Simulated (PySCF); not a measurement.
# Static response to an electric field

Species: C6H5GaO.
Atom-mapped SMILES: `[CH:1]#[C:2][c:3]1[cH:4][cH:5][c:6]([GaH2:7])[o:8]1` (hydrogens: H9 on C1; H10 on C4; H11 on C5; H12, H13 on Ga7)

Structure used (PBE0-D3(BJ)/def2-SVP), in Å, numbered top down from 1:
```
atom  x, y, z in Å
C1    -3.1949    1.6557   -0.1013
C2    -2.1990    0.9619   -0.1149
C3    -1.0497    0.1409   -0.1331
C4    -0.8721   -1.1919   -0.4099
C5     0.5185   -1.4460   -0.2550
C6     1.1076   -0.2581    0.1058
Ga7    2.9418    0.3326    0.5215
O8     0.1482    0.7026    0.1772
H9    -4.0754    2.2711   -0.0877
H10   -1.6555   -1.8928   -0.6879
H11    1.0231   -2.4005   -0.3946
H12    3.4550    0.2535    2.0009
H13    3.8478    0.8721   -0.6391
```

Level: CAM-B3LYP/def2-SVPD (PySCF), static field, nuclei fixed, core orbitals frozen in the response. The polarisability tensor in these axes (au):

```
x   148.26 -18.45   7.58
y   -18.45  96.77   3.31
z     7.58   3.31  72.06
```

What are the eigenvalues, a third of the trace, and Δα (Δα² = ½Σ(αi − αj)² over the three pairs)?

Principal values 70.16, 92.27 and 154.66 au; mean 105.70 au = 15.66 Å³ = 17.43 × 10⁻⁴⁰ C²·m²/J; Δα = 75.90 au (72 % of the mean).

What is the dipole moment, and where does it point?

(0.37, -0.95, -0.14) D, 1.03 D in size, pointing from the negative to the positive side. Measured along this direction, the outermost atoms are H9 at the negative end and H11 at the positive end.

Find the Langevin capture rate constant for H3O+ (19.018 u) meeting this molecule (161.960 u), k = 2.342 × 10⁻⁹ cm³/s × √(α in Å³ / reduced mass in u).

The reduced mass is 17.02 u, so k = 2.25 × 10⁻⁹ cm³/s. The formula leaves out the permanent dipole, which adds to the capture rate.

Estimate the molar refractivity from the static electronic polarisability.

Lorentz–Lorenz: R = (4π/3)N_A α = 2.5225 cm³/(mol·Å³) × 15.66 Å³ = 39.5 cm³/mol, in the limit of long wavelengths.

What depolarisation ratio follows for Rayleigh scattering of linearly polarised light, taking the static tensor?

ρ = 3Δα²/(45ᾱ² + 4Δα²) = 17283.8/(502734 + 23045.1) = 0.0329.

What are the principal values of the traceless quadrupole moment, Θ = ½Σq(3rr − r²1), about the centre of nuclear charge?

-10.58, 0.24, 10.34 D·Å. The values depend on the origin, since the dipole doesn't vanish. The electronic extent ⟨r²⟩ about the same centre is 1756 bohr², a root-mean-square distance of 2.48 Å for the 80 electrons.

Geometry: PBE0-D3(BJ)/def2-SVP; no solvent, vibrations or thermal averaging. The calculation is non-relativistic, for gallium too.
